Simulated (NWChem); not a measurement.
System: CH₆ClNSi; SMILES [SiH2](NC)Cl

```xyz
10

Si    -0.8240    -0.1011    -0.1424
Cl     0.4648    -1.7350     0.0515
N     -0.1973     1.3836     0.4371
C      0.8433     2.1550    -0.2047
H     -1.0878     0.0294    -1.6005
H     -2.0377    -0.4214     0.6537
H     -0.2905     1.5666     1.4310
H      1.8630     1.8919     0.1324
H      0.8088     1.9933    -1.2935
H      0.6990     3.2350    -0.0366
```
Atoms are numbered in this order, from 1.

All runs: NWChem. Structure relaxed at the PBE0/def2-SVP level. Level r2SCAN/def2-SVP: energy and gradient on several grids; changes count from the extra-fine grid, which is no exact limit either.

```tsv
grid	size of the energy change (μHa)	largest change of a gradient component (μHa/bohr)	time, medium = 1 (rough)
xcoarse	4000	4000	about 1
coarse	600	300	about 1
medium	90	50	about 1
fine	10	30	about 1
xfine	< 10	< 30	3
```
